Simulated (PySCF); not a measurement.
Computed shifts of a molecule C₄H₉N, HF/pcSseg-1 run with PySCF, GIAO, gas phase, equivalent atoms averaged, in ppm (number of nuclei): ¹³C: 183.5 (1), 39.4 (1), 33.0 (1), 20.8 (1). ¹⁵N: 374.2 (1). ¹H: 3.45 (3), 2.60 (3), 2.19 (3). References: ¹³C against TMS (σ = 192.6 ppm); ¹⁵N against NH3 (σ = 267.3 ppm); ¹H against TMS (σ = 31.99 ppm), references at their B3LYP-D3(BJ)/def2-TZVP geometries, non-relativistic. Geometry: PBE-D3(BJ)/def2-SVP. The values are those of a single conformer.

Question: Which molecule gave these data?
A) CN=C(C)C
B) CC1CNC1
C) C=C[C@H](C)N
D) CC1(N)CC1

Answer: A, CN=C(C)C
